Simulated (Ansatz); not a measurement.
Start from `BBCBI` and change one atom or group to get `BBCCCl`.

Ansatz, PBE0-D4/def2-TZVP geometries, multiplicity 1. Each molecule was computed in one conformer, which needn't be the lowest.

Elements past krypton have def2 core potentials.

```csv
property,`BBCBI`
HOMO energy (PBE/def2-TZVPP) / eV,-6.30
size of the dipole moment (ωB97M-V/def2-TZVPP) / D,1.55
LUMO energy (PBE0/def2-TZVPP) / eV,-2.14
LUMO energy (ωB97M-V/def2-TZVPP) / eV,-0.20
LUMO energy (PBE/def2-TZVPP) / eV,-3.06
HOMO–LUMO gap (PBE0/def2-TZVPP) / eV,5.27
```

Question: Give the same properties after the change, and the shifts. (Estimate.)

Answer: Computed: 
| property | `BBCCCl` | shift |
| --- | --- | --- |
| HOMO energy (PBE/def2-TZVPP) / eV | -6.95 | -0.65 |
| size of the dipole moment (ωB97M-V/def2-TZVPP) / D | 1.54 | -0.01 |
| LUMO energy (PBE0/def2-TZVPP) / eV | -1.88 | 0.26 |
| LUMO energy (ωB97M-V/def2-TZVPP) / eV | 0.04 | 0.24 |
| LUMO energy (PBE/def2-TZVPP) / eV | -2.87 | 0.19 |
| HOMO–LUMO gap (PBE0/def2-TZVPP) / eV | 6.44 | 1.17 |

With PBE0 the HOMO falls by 0.91 eV and the LUMO rises by 0.26 eV, so the gap widens by about 1.17 eV. PBE moves the HOMO by -0.65 eV and ωB97M-V by -1.06 eV. Dipoles are sizes alone; their direction can turn.

Spin–orbit coupling is left out; it splits and shifts lone-pair levels of the heavy atoms by tenths of an eV.
